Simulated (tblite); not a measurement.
C7H13 (doublet state).
Numbering: `[CH2:1]=[CH:2][C:3]([CH3:4])([CH3:5])[CH:6][CH3:7]` (hydrogens: H8, H9 on C1; H10 on C2; H11, H12, H13 on C4; H14, H15, H16 on C5; H17 on C6; H18, H19, H20 on C7)

The geometry is computed with GFN2-xTB (gas phase). This method treats the open shell by occupation alone, without spin polarisation.

Question: Give the optimised bond lengths and angles.

Answer: 
| bond | length (pm) |
| --- | --- |
| C1=C2 | 132.4 |
| C2–C3 | 151.5 |
| C3–C4, C3–C5 | 153.1 |
| C3–C6 | 149.2 |
| C6–C7 | 147.8 |
| C1–H8 | 107.7 |
| C1–H9 | 107.6 |
| C2–H10 | 108.3 |
| C4–H11 and 5 like bonds | 108.7 |
| C6–H17 | 107.9 |
| C7–H18 | 109.8 |
| C7–H19, C7–H20 | 108.9 |

Bonds in one row agree within 1 pm and their mean is given. A selection of angles:
| angle | degrees |
| --- | --- |
| C2–C1–H8 | 121.1 |
| C2–C1–H9 | 123.1 |
| H8–C1–H9 | 115.8 |
| C1–C2–C3 | 127.0 |
| C1–C2–H10 | 119.3 |
| C3–C2–H10 | 113.6 |
| C2–C3–C4 | 113.0 |
| C2–C3–C5 | 109.2 |
| C2–C3–C6 | 101.6 |
| C4–C3–C5 | 108.8 |
| C4–C3–C6 | 113.8 |
| C5–C3–C6 | 110.3 |
| C3–C4–H11 | 111.9 |
| C3–C4–H12 | 109.7 |
| H11–C4–H12 | 108.4 |
| H12–C4–H13 | 108.7 |
| C3–C6–C7 | 124.8 |
| C3–C6–H17 | 116.6 |
| C7–C6–H17 | 116.6 |
| C6–C7–H18 | 111.4 |
| C6–C7–H20 | 110.0 |
| H18–C7–H19 | 107.6 |
| H19–C7–H20 | 108.8 |

Torsions: C1–C2–C3–C4 -22° (synperiplanar); C2–C3–C6–C7 -81° (synclinal). The mirror-image conformer, all signs reversed, is as good.

Of the pairs four or more bonds apart, H11···H19 is among the closest relative to their van der Waals radii: 2.15 Å, 89 % of the sum of Bondi's values. C1 (carbon bonded to C and 2 H) is planar (angles 123.1°, 121.1° and 115.8°, sum 360.0°, 0.00 Å off the plane of its three neighbours). C2 (carbon bonded to 2 C and H) is planar (angles 127.0°, 119.3° and 113.6°, sum 359.9°, 0.03 Å off the plane of its three neighbours). C6 (carbon bonded to 2 C and H) is almost planar (angles 124.8°, 116.6° and 116.6°, sum 357.9°, 0.11 Å off the plane of its three neighbours). The C–C distances run from 1.324 Å (C1=C2, drawn double) to 1.534 Å (C3–C5, drawn single), a spread of 0.210 Å.

Point group: C1 (no symmetry element, even within 0.4 Å). GFN2-xTB frequencies show an imaginary mode (84i cm⁻¹), so the point is no minimum at that level.
